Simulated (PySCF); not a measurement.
**Dipole response of P+ (phosphorus, charge +1)**

[Ne] 3s2 3p2, high-spin 3P determinant. All numbers are calculated (PySCF 2.14, no relativity, point nucleus, in def2-TZVPPD (6s5p4d1f, 48 functions)). Coupled (time-dependent) response in atomic units; α is the mean over directions.

```
 method  mean α (bohr³)         α xx, yy, zz  C₆ (like pair)  S(−4)
    UHF           14.59  14.16, 14.80, 14.80           75.94  71.60
    PBE           14.51  13.85, 14.84, 14.84           74.99  69.90
   PBE0           14.40  13.84, 14.68, 14.68           74.36  68.15
  TPSSh           14.41  13.90, 14.67, 14.67           75.08  67.84
r2SCAN0           14.39  13.88, 14.64, 14.64           76.10  64.92
```

S(−4) is the Cauchy moment in α(ω) = α(0) + S(−4) ω² + …

α(iu) at r2SCAN0:

| u (hartree) | α(iu) (bohr³) |
| --- | --- |
| 0 | 14.39 |
| 0.0500 | 14.23 |
| 0.100 | 13.77 |
| 0.200 | 12.22 |
| 0.300 | 10.33 |
| 0.500 | 6.992 |
| 0.750 | 4.357 |
| 1.00 | 2.895 |
| 1.50 | 1.526 |
| 2.00 | 0.9513 |
| 3.00 | 0.4921 |
| 5.00 | 0.2240 |

A single London oscillator, α(iu) = α/(1 + u²/ω²), gives C₆ = (3/4) ω α². Matching the computed C₆ needs ω = 4 × 76.10 / (3 × 14.39²) = 0.490 hartree.

For an ion, C₆ is the dispersion term alone; charge-induced terms of lower order in 1/R come first.

The components differ because the open shell of this determinant is not spherical; for a pure term their mean is the scalar polarisability.
